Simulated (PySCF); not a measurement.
# One molecule, several mistakes: AlFH2OSi

These are calculations, not measurements. The program is PySCF 2.14.0, an open-source quantum chemistry code, run on an isolated molecule that a program drew, which may never have been made. The molecule is AlFH2OSi (charge 0, singlet), drawn as the SMILES string `F[Si][O][AlH2]`.

Each row is a Hartree-Fock (HF) and frozen-core CCSD(T) single point in the cc-pV(D+d)Z basis, meant for a local HF minimum. Run 1 is clean. Each other run has one planted mistake out of seven kinds, and not every kind appears here: one electron removed, one electron added, multiplicity raised by two, geometry at a saddle point, minimal basis STO-3G, one bond length entered in bohr, all coordinates scaled. The reference is restricted for singlets and unrestricted otherwise, and also for a bond in bohr. Adding or removing an electron swaps singlet and doublet. Electrons count all cores. HOMO and LUMO are orbital energies over both spins, the gradient is its largest component, and the lowest frequency (negative if imaginary) is given only where the gradient is small. Bond lengths are over the 5 bonds as drawn. T1 is the CCSD diagnostic: over 0.02 (restricted) or 0.045 (unrestricted) a single reference is doubtful.

Geometry of the clean run:
```xyz
6
AlFH2OSi, angstrom
F    -1.4632    0.9270    2.2758
Si   -0.0992    0.8584    1.3772
O     0.4911   -0.5789    1.8412
Al    0.7598   -2.0952    2.5707
H     1.5936   -2.1333    3.9008
H     0.1900   -3.3686    1.8497
```

| run | electrons | basis functions | <S^2> | HOMO (eV) | LUMO (eV) | gradient (hartree/bohr) | lowest frequency (cm^-1) | mean bond (Å) | longest bond (Å) | T1 | HF (hartree) | CCSD(T) (hartree) | mistake |
|---|---|---|---|---|---|---|---|---|---|---|---|---|---|
| 1 | 46 | 84 | 0.000 | -10.04 | 1.41 | 1.5e-05 | 50 | 1.6202 | 1.704 | 0.0163 | -706.45814 | -707.00992 | no fault |
| 2 | 47 | 84 | 0.780 | 0.48 | 5.20 | 8.6e-02 | - | 1.6202 | 1.704 | 0.0196 | -706.41332 | -706.96640 | one electron added |
| 3 | 46 | 84 | 2.003 | -7.39 | -0.07 | 1.7e-02 | - | 1.6202 | 1.704 | 0.0172 | -706.36968 | -706.88931 | multiplicity raised by two |
| 4 | 46 | 84 | 0.000 | -10.22 | 1.35 | 2.3e-02 | - | 1.6623 | 1.748 | 0.0174 | -706.45412 | -707.00949 | all coordinates scaled |
| 5 | 46 | 84 | 0.000 | -10.02 | 1.23 | 5.0e-05 | -89 | 1.6210 | 1.707 | 0.0158 | -706.45645 | -707.00815 | ? |
| 6 | 45 | 84 | 0.756 | -15.70 | -8.11 | 8.8e-02 | - | 1.6202 | 1.704 | 0.0227 | -706.12602 | -706.65402 | ? |

**Which mistake was planted in run 5, and what did it cost?**

The gradient is small, so the point is stationary, but the lowest frequency is imaginary (-89 cm^-1). So the mistake is: geometry at a saddle point. Subtracting run 1 and multiplying by 627.51 kcal/mol a hartree, the energy moved by 1.1 kcal/mol in HF and 1.1 kcal/mol in CCSD(T).

**Which mistake was planted in run 6, and what did it cost?**

It counts 45 electrons, one fewer than the clean run, at the same geometry and basis. So the mistake is: one electron removed. Subtracting run 1 and multiplying by 627.51 kcal/mol a hartree, the energy moved by 208.4 kcal/mol in HF and 223.3 kcal/mol in CCSD(T).

Cautions from the logs. Run 2: the HOMO is above zero, so the electron isn't bound and the energy depends on the basis.
